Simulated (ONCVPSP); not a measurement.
Hf (Z = 72), ONCV: configuration errors across variants

```json
{"Element": "Hf (Z = 72)", "Generator": "ONCVPSP 4.0.1", "Type": "optimised norm-conserving Vanderbilt (ONCV)", "Functional": "PBE", "Relativity": "fully relativistic", "Frozen core": "[Kr] 4d10", "Valence charge": "26", "Reference configuration": "4f14 5s2 5p6 5d2 6s1.75 6p0.25", "Partial waves": "5s+6s: rc 2.15 bohr, ncon 5, nbas 9, qcut 5.1 1/bohr, 2 projectors; 5p+6p: rc 2.10 bohr, ncon 4, nbas 7, qcut 6.2 1/bohr, 2 projectors; 5d: rc 2.00 bohr, ncon 4, nbas 7, qcut 4.3 1/bohr, 3 projectors, debl 1.7 Ha; 4f: rc 0.85 bohr, ncon 4, nbas 9, qcut 18.4 1/bohr, 3 projectors, debl 3.8 Ha", "Local potential": "polynomial inside 0.70 bohr (lpopt 1, dvloc0 6 Ha)", "Core correction": "Teter function, fcfact 4, rcfact 1.35"}
```

Open shells are filled in proportion to 2j + 1.

All-electron excitation energies from the reference (eV): (1) 4f14 5s2 5p6 5d2 6s2 6p0 -0.928; (2) 4f14 5s2 5p6 5d2 6s1 6p0 7.052; (3) 4f14 5s2 5p6 5d2 6s0 6p0 21.232; (4) 4f13 5s2 5p6 5d3 6s2 6p0 16.461.

1 further variants failed, have other tests or another functional or relativity, and are left out.

A true bound ghost makes a file unfit for plane-wave use even where its test errors are small: the radial tests pick states by their node count and pass the ghost by.

Errors AE − PS in meV (a dash: test not solved or not reliable):

| change | (1) | (2) | (3) | (4) | bound ghosts | GHOST(+) flags above zero |
| --- | --- | --- | --- | --- | --- | --- |
| base | 0.0 | -0.5 | -3.8 | -26 | s, d3/2 | p3/2, p1/2 |
| core correction Teter function, fcfact 2.7, rcfact 1.35 | 0.0 | -0.5 | -3.7 | -22 | s, d3/2 | p3/2, p1/2 |
| d: rc 2.3 | 0.0 | -0.3 | -3.0 | -57 | s | p3/2, d5/2, p1/2, d3/2 |
| core correction Teter function, fcfact 4, rcfact 2.02 | -0.1 | -1.5 | -12 | -43 | s, d3/2 | p3/2, p1/2 |
| s: ncon 3, nbas 7 | -0.1 | -0.5 | -4.2 | -17 | s, d3/2 | p3/2, p1/2 |

(1) Give the same row for: d: debl 2.85.

## Answers

(1) -0.1, -0.6, -3.8, -26; bound ghosts: s; GHOST(+) flags above zero: p3/2, d5/2, p1/2.
